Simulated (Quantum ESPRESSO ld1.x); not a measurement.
Pt III, 76 electrons, occupied as [Xe] 4f14 5d7 6p1 (not the ground configuration). All-electron calculation, scalar-relativistic Kohn-Sham, rPW86 exchange with PBE correlation, spin-unpolarised, spherical densities, point nucleus. Program: ld1.x of Quantum ESPRESSO 7.5.

Normalised radial functions P(r) = r R(r), r in bohr:

```
   r/bohr * 4d (the largest magnitude, 1.62, reaches the edge; | marks zero)
 0.001182                             *
 0.001602                             *
 0.002188                             *
 0.002965                             *
 0.004019                             *
 0.005447                             *
 0.007382                             *
     0.01                             *
  0.01367                             *
  0.01852                             |*
   0.0251                             | *
  0.03402                             |   *
  0.04611                             |     *
  0.06249                             |         *
  0.08537                             |             *
   0.1157                             |               *
   0.1568                             |          *
   0.2125                           * |
    0.288           *                 |
   0.3904  *                          |
    0.529     *                       |
   0.7227                *            |
   0.9795                        *    |
    1.327                            *|
    1.799                             *
    2.438                             *
    3.305                             *
    4.514                             *
    6.118                             *
    8.292                             *
```

4d: eigenvalue -333.49 eV, 1 radial node at r = 0.204 bohr, <r> = 0.468 bohr, 90 % of the charge inside 0.699 bohr.
